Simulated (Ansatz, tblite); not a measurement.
Removing an electron: AsH2Et (C₂H₇As). Charge 0, multiplicity 1. Geometry: PBE0-D4/def2-SVP. Ansatz, gas phase; energy differences of separate SCF runs; the oxidised species was run as a doublet alone.

Cartesian coordinates in Å:
```
As 0.2442 -0.7168 -1.5973
H 1.3134 -1.5704 -0.9174
H -0.6908 -1.9137 -1.7522
C -0.5592 -0.0534 0.0913
C 0.3222 0.9867 0.7641
H -0.7612 -0.9000 0.7631
H -1.5330 0.3819 -0.1857
H -0.1550 1.3826 1.6747
H 1.2948 0.5630 1.0615
H 0.5246 1.8402 0.0978
```

The xTB rows come from tblite.

Q: Estimate orbital energies and vertical ionisation energies at: GFN1-xTB; GFN2-xTB; PBE-D4/def2-TZVP; r2SCAN-D4/def2-TZVP; PBE0-D4/def2-TZVP.

A: 
```json
{"level": "GFN1-xTB", "−HOMO (eV)": "11.22", "vertical IE (eV)": "14.89", "−LUMO (eV)": "5.34", "HOMO–LUMO gap (eV)": "5.89"}
{"level": "GFN2-xTB", "−HOMO (eV)": "10.55", "vertical IE (eV)": "13.72", "−LUMO (eV)": "4.41", "HOMO–LUMO gap (eV)": "6.14"}
{"level": "PBE-D4/def2-TZVP", "−HOMO (eV)": "6.03", "vertical IE (eV)": "9.30", "−LUMO (eV)": "0.44", "HOMO–LUMO gap (eV)": "5.59"}
{"level": "r2SCAN-D4/def2-TZVP", "−HOMO (eV)": "6.29", "vertical IE (eV)": "9.35", "−LUMO (eV)": "0.07", "HOMO–LUMO gap (eV)": "6.22"}
{"level": "PBE0-D4/def2-TZVP", "−HOMO (eV)": "7.13", "vertical IE (eV)": "9.38", "−LUMO (eV)": "-0.37", "HOMO–LUMO gap (eV)": "7.50"}
```

Relaxing the oxidised species (PBE0-D4/def2-SVP) changes its energy by -0.67 eV at PBE0-D4/def2-TZVP, so the adiabatic ionisation energy to this nearest minimum is 8.71 eV. At PBE-D4/def2-TZVP it is 8.73 eV.   Raw xTB energy differences between charge states are shifted by several eV; the methods need an empirical correction for them.
